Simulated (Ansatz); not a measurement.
Consider the ligand exchange at the Si–O bond: `CO[SiH](Cl)OC` + CH₃SH → `CO[SiH](Cl)SC` + CH₃OH.

Computed with Ansatz on PBE0-D4/def2-TZVP structures; ΔE is electronic, products minus reactants. CBS: MP2 limit from def2 TZ/QZ plus the TZ coupled-cluster correction, frozen cores. This one scheme is used for every species. DFT in def2-TZVPP. B3LYP here is the variant with VWN-RPA as its local correlation; programs differ in this. Each species was taken in one conformer, which may not be the lowest.

| level | ΔE (kcal/mol) | difference from CCSD(T)/CBS |
| --- | --- | --- |
| r2SCAN-D4 | 11.5 | -0.1 |
| B3LYP-D4 | 12.0 | 0.4 |
| ωB97M-V | 12.0 | 0.4 |
| PBE | 9.3 | -2.3 |
| HF/def2-TZVPP | 16.8 | 5.2 |
| MP2/def2-TZVPP | 11.6 | 0.0 |
| CCSD/def2-TZVPP | 13.5 | 1.9 |
| CCSD(T)/def2-TZVPP | 12.6 | 1.0 |
| MP2/def2-QZVPP | 11.1 | -0.5 |
| CCSD/CBS(def2) | 12.5 | 0.9 |
| CCSD(T)/CBS | 11.6 | 0 |

Largest T1 diagnostic among the species: 0.011.

The D4 term adds −1.3 kcal/mol with B3LYP and −0.7 kcal/mol with PBE0; it sums over pairs of atoms, weighted by their polarisabilities, and B3LYP, whose exchange is more repulsive, gets the larger term. From PBE to PBE0 (25 % exact exchange), in def2-TZVPP and without D4, ΔE moves by +0.9 kcal/mol.
